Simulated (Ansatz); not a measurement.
Steps of a relaxation of C2Cl2N2Sn (`N#[C][Sn]([Cl])([Cl])[C]#N`) with RKS PBE0-D4/def2-TZVP.

```sh
$ ansatz run in.yaml --threads 4 --pin off --events-out ev --progress --plain --max-ram 11315MiB
```

```yaml
crystal:
  periodic: [false, false, false]
  atoms:
    - {symbol: N, position_ang: [1.434843, -2.067395, 1.676388]}
    - {symbol: C, position_ang: [0.872670, -1.383049, 0.906345]}
    - {symbol: Sn, position_ang: [-0.132297, -0.148782, -0.480902]}
    - {symbol: Cl, position_ang: [-2.175305, -1.121530, -1.044785]}
    - {symbol: Cl, position_ang: [1.196107, 0.117517, -2.378877]}
    - {symbol: C, position_ang: [-0.475156, 1.741077, 0.395980]}
    - {symbol: N, position_ang: [-0.659662, 2.794062, 0.880152]}
basis:
  gaussian: {orbitals: def2-TZVP}
hamiltonian: {xc: pbe0, dispersion: d4}
relax: {f_tol: 0.005, max_steps: 150}
```

Positions (Å) and forces (eV/Å) along the path, 3 of 3 steps:

```xyz
7
step=1 energy=-35920.3059 eV
N     1.435   -2.067    1.676   -1.226    1.487   -1.678
C     0.873   -1.383    0.906    0.996   -1.209    1.359
Sn   -0.132   -0.149   -0.481   -0.107   -0.102   -0.373
Cl   -2.175   -1.122   -1.045    0.745    0.354    0.206
Cl    1.196    0.118   -2.379   -0.484   -0.099    0.689
C    -0.475    1.741    0.396   -0.320    1.860    0.851
N    -0.660    2.794    0.880    0.396   -2.290   -1.053
7
step=2 energy=-35920.4185 eV
N     1.407   -2.037    1.638    0.032   -0.047    0.043
C     0.857   -1.363    0.886    0.039   -0.031    0.060
Sn   -0.129   -0.146   -0.474    0.050    0.051    0.172
Cl   -2.109   -1.089   -1.020   -0.297   -0.140   -0.076
Cl    1.157    0.110   -2.316    0.194    0.040   -0.269
C    -0.469    1.712    0.384   -0.001    0.063    0.043
N    -0.654    2.745    0.856   -0.017    0.064    0.026
7
step=3 energy=-35920.4257 eV
N     1.410   -2.039    1.645   -0.002   -0.002   -0.001
C     0.861   -1.365    0.891    0.001    0.004   -0.001
Sn   -0.130   -0.146   -0.477   -0.001    0.000    0.004
Cl   -2.127   -1.097   -1.024    0.002    0.001    0.000
Cl    1.169    0.112   -2.332   -0.002   -0.001    0.001
C    -0.469    1.718    0.388    0.005   -0.002   -0.002
N    -0.654    2.750    0.862   -0.004   -0.001   -0.001
```

Hardware: 4 threads of an Arm Neoverse V2 on a shared host. Wall time 28 s, peak host memory 0.87 GiB.
